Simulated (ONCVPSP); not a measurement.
Pseudopotentials across the periodic table

Generated with ld1.x 7.5 (TM, RRKJ, ultrasoft, PAW), atompaw 4.2 or ONCVPSP 4.0.1. The cutoff is in Ry: for ld1.x and atompaw files where the sum of valence levels is converged to 10 mRy in a Bessel basis, for ONCV files where the hardest occupied wave has 1 mHa per electron of residual kinetic energy. The error is the largest all-electron minus pseudo excitation energy over each file’s own four to seven test configurations (ionisations up to +4, promotions, holes and added fractions of an electron), all of which were solved. The labels leave out finer settings (local radius, basis sizes, second energies), which also bear on the numbers. Spin-polarised tests are not counted. The rows are a selection from randomly drawn settings: files with unsolved tests, undetermined cutoffs or missed reference levels are left out.

A true bound ghost makes a file unfit for plane-wave use even where its test errors are small: the radial tests pick states by their node count and pass the ghost by.

| element | potential | cutoff (Ry) | largest error (meV) | bound ghosts |
| --- | --- | --- | --- | --- |
| Cr | ONCV, revPBE, scalar-relativistic, rc 1.50/1.10/1.00/1.55 (spdf), local smoothed, core correction yes, reference 3s2 3p6 3d4 4s2, qcut 8.3/13.6/9.6/8.4, projectors 2/2/2/2 | 534 | +3.3 | none |
| Ge | ONCV, PBEsol, scalar-relativistic, rc 0.80/1.30/0.60 (spd), local smoothed, core correction yes, reference 3s2 3p6 3d10 4s2 4p1, qcut 18.7/12.3/18.2, projectors 2/2/2 | 972 | +34 | none |
| Sr | ONCV, PBE, scalar-relativistic, rc 1.80/2.70/2.75 (spd), local smoothed, core correction no, reference 4s2 4p6 5s1.75 5p0.25, qcut 7.9/4.1/3.9, projectors 2/2/3 | 37 | -2.3 | none |
| Te | ONCV, PBE, scalar-relativistic, rc 1.30/1.60/0.95 (spd), local smoothed, core correction no, reference 4s2 4p6 4d10 5s2 5p3, qcut 12.2/10/10.9, projectors 2/3/2 | 106 | -12 | none |
| Te | ONCV, PBE, scalar-relativistic, rc 1.20/1.20/1.30 (spd), local smoothed, core correction yes, reference 4s2 4p6 4d10 5s2 5p2, qcut 12.2/11.9/11.2, projectors 3/2/2 | 100 | -127 | none |
| Cs | ONCV, PBEsol, scalar-relativistic, rc 2.75/3.00/2.40 (spd), local d, core correction yes, reference 5s2 5p6 6s1, qcut 3.9/5.3/4.7, projectors 2/3/0 | 10 | -16 | none |
| Ho | ONCV, PBE, scalar-relativistic, rc 1.20/2.25/3.05/2.70 (spdf), local smoothed, core correction yes, reference 5s2 5p6 5d1, qcut 5/9.6/4.7/4.5, projectors 3/2/2/1 | 136 | -35 | s |
| Hg | ONCV, PBE, scalar-relativistic, rc 1.60/1.50/1.25 (spd), local smoothed, core correction no, reference 5s2 5p6 5d10 6s2, qcut 6/10.5/8.4, projectors 2/2/2 | 99 | -21 | s |

(1) Fill in the row for Mo: ONCV, PBE, scalar-relativistic, rc 1.70/1.65/2.30 (spd), local smoothed, core correction no, reference 4s2 4p6 4d5 5s1, qcut 7.8/9.9/6, projectors 2/1/2.

## Answers

(1) cutoff 52 Ry, largest error +42 meV, bound ghosts: none.
